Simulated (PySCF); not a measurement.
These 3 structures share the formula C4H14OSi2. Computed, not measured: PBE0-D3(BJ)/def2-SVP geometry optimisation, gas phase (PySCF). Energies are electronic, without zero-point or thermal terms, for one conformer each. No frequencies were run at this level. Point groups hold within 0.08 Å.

Question: Rank from lowest to highest electronic energy at this level (kcal/mol).
A. `[CH3:1][SiH:2]([CH3:3])[O:4][SiH:5]([CH3:6])[CH3:7]` with C1–Si2–O4–Si5 71°, Si2–O4–Si5–C6 -41°
B. `[CH3:1][C:2]([CH3:3])([CH3:4])[SiH2:5][O:6][SiH3:7]` with C2–Si5–O6–Si7 -61°
C. `[CH3:1][CH:2]([CH3:3])[O:4][SiH2:5][CH2:6][SiH3:7]` with C1–C2–O4–Si5 -84°, C2–O4–Si5–C6 -164°, O4–Si5–C6–Si7 38°

Answer: A (0.0), B (33.5), C (55.7).

| SMILES | E (Eh) | E rel (kcal/mol) | dipole (D) | point group | A, B, C (MHz) |
| --- | --- | --- | --- | --- | --- |
| C[SiH](C)O[SiH](C)C | -814.32862 | 0.0 | 1.68 | near C2 | 2397, 1106, 940.2 |
| CC(C)(C)[SiH2]O[SiH3] | -814.27523 | 33.5 | 1.06 | C1 | 2982, 984.0, 907.6 |
| CC(C)O[SiH2]C[SiH3] | -814.23987 | 55.7 | 1.02 | C1 | 2762, 937.4, 746.5 |
